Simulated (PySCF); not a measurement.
C₆ coefficients of unlike pairs at UHF

Calculated with PySCF 2.14 from the dipole response of each species, C₆(A,B) = (3/π) ∫ α_A(iu) α_B(iu) du, in atomic units, from isotropic polarisabilities. For ions this is the dispersion term alone; charge-induced terms of lower order in 1/R come first.

```csv
species,configuration,basis,relativity,α (bohr³),C₆ (like pair)
Cu+,[Ar] 3d10 (1S),def2-TZVPPD (6s6p4d2f1g),none,3.920,8.569
Cl(2+),[Ne] 3s2 3p3 (4S),aug-cc-pV(T+d)Z (6s5p4d2f),none,5.974,21.27
Cu(3+),[Ar] 3d8 (3F),aug-cc-pwCVTZ-DK (10s9p7d4f3g),spin-free X2C,1.414,3.252
La(2+),[Xe] 5d1 (2D),def2-QZVPPD with the def2 core potential (46 electrons) (7s5p4d3f2g),core potential,18.26,124.6
```

Q: Estimate C₆ for Cl(2+) with Cu+.

A: The integral gives 13.04. The combination rule 2 C_A C_B / (C_A α_B/α_A + C_B α_A/α_B) gives 13.49 and the geometric mean 13.50.

No spin-orbit coupling is included.

The other pairs:

| pair | C₆ |
| --- | --- |
| La(2+), Cu+ | 31.26 |
| La(2+), Cu(3+) | 16.90 |
| La(2+), Cl(2+) | 50.98 |
| Cu(3+), Cu+ | 5.015 |
| Cu(3+), Cl(2+) | 7.337 |
